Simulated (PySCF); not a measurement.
# Radial density of F (fluorine, neutral)

PBE0, [He] 2s2 2p5, 2P determinant. All numbers are calculated (PySCF 2.14, scalar relativity by spin-free X2C-1e, in Sapporo-DZP-2012 (4s3p1d, 18 functions)).

```tsv
r (bohr)	4πr²ρ (e/bohr)	4πr²(ρα − ρβ)
0.00336	0.05876	0.0000
0.00564	0.1621	0.0000
0.00949	0.4310	-0.0001
0.0160	1.079	-0.0001
0.0269	2.520	-0.0001
0.0452	5.129	0.0006
0.0760	8.422	0.0066
0.128	9.630	0.0419
0.215	6.574	0.1821
0.362	4.043	0.5034
0.608	5.943	0.8907
1.02	5.246	0.7171
1.72	1.622	0.2055
2.89	0.1465	0.0209
4.87	2.611e-05	0.0000
```

Densities and radii are taken from the X2C orbitals without a picture-change correction, which distorts them close to the nucleus.
